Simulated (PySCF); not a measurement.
C₅H₆Se, SMILES [C@@H]1(C#C)[C@H]([SeH])C1. Coordinates come from a PBE0-D3(BJ)/def2-SVP optimisation. The structure was generated by enumeration; whether it is a known compound was not checked. One conformer was computed; it need not be the lowest.

Calculation: PBE0-D3(BJ)/def2-SVP run with PySCF.

Harmonic wavenumbers (cm⁻¹): 91, 128, 189, 276, 292, 518, 540, 616, 673, 705, 786, 816, 851, 938, 1035, 1037, 1076, 1112, 1134, 1214, 1290, 1387, 1465, 2250, 2445, 3158, 3164, 3194, 3262, 3492. Rotational constants (GHz): 3.789, 1.584, 1.207; symmetry number 1.

Task: Work out the zero-point energy and the ideal-gas rigid-rotor harmonic-oscillator thermochemistry at 298.15 K and 1 atm.

Result: ZPE = ½ Σ hcν = ½ × 39133 cm⁻¹ = 234.07 kJ/mol. H − E(el) = 254.83 kJ/mol. Entropy in J/(mol K): translation 170.82, rotation 117.93, vibration 63.79, total 352.54. G − E(el) = 149.72 kJ/mol. Cp = 111.02 J/(mol K). Modes under 150 cm⁻¹ make the vibrational entropy uncertain.
